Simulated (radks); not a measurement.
The numbers below are computed, except where a source is named.
Excited configurations of neutral mercury: one electron is placed in a higher orbital outside [Xe] 4f14 5d10 6s1. The ground configuration is [Hg]. Level of theory: scalar-relativistic Kohn-Sham, PBE, spin-polarised, spherical densities, finite nucleus; open shells are filled with parallel spins first (spin-orbit coupling, left out, can overturn this in heavy ions); Fermi nuclear charge, rms radius 5.4648 fm (a radial shooting solver on a logarithmic mesh with Libxc functionals). Excitation = E - E(ground); binding = E(ion) - E, where the ion is the core of charge +1; n* = 1/sqrt(2 binding) in atomic units, and the quantum defect is n - n*.

outer orbital,excitation (eV),binding (eV),quantum defect,eigenvalue (eV),<r> (bohr)
5f,9.507,0.967,1.249,-0.480,16.66
7s,7.595,2.879,4.826,-1.746,7.686
7p,8.492,1.982,4.380,-1.170,10.34
7d,9.390,1.084,3.458,-0.622,18.27
7f,9.981,0.493,1.747,-0.321,42.26

The Delta-SCF ionisation energy is 10.474 eV (NIST Atomic Spectra Database: 10.438 eV, measured). Self-interaction in the functional shifts the binding energies and quantum defects, so they are the method's values and not measured ones.
